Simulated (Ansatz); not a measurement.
HfH₄, relaxed as a singlet with RKS B3LYP-D4/def2-TZVP in Ansatz, starting from the GFN2-xTB geometry. Force threshold 0.02 eV/Å.

In the def2 sets Hf takes a core potential; there is no spin–orbit coupling.

Start:

```xyz
5

Hf   -0.0001   -0.0001   -0.0002
H     1.1592   -0.5902    1.3347
H    -1.6942   -0.7217    0.2846
H     0.6374   -0.5481   -1.6635
H    -0.1022    1.8601    0.0444
```

```tsv
step	energy (eV)	largest force component (eV/Å)	SCF passes
1	-1370.4155	0.173	22
2 (rejected)	-1370.4048	0.318	24
3	-1370.4207	0.012	23
```

Force components are those of the run's own axes.

End:

```xyz
5

Hf    0.000    0.000    0.000
H     1.149   -0.585    1.323
H    -1.680   -0.716    0.282
H     0.632   -0.543   -1.649
H    -0.101    1.844    0.044
```

By distances, no bond broke or formed. The bond that changes most is Hf1–H2, from 1.86 to 1.85 Å (atoms count from 1).

No frequencies were taken in this run, so the end may be a saddle point.

It took 2.5 s on 4 threads of Arm Neoverse V1 on a shared host.
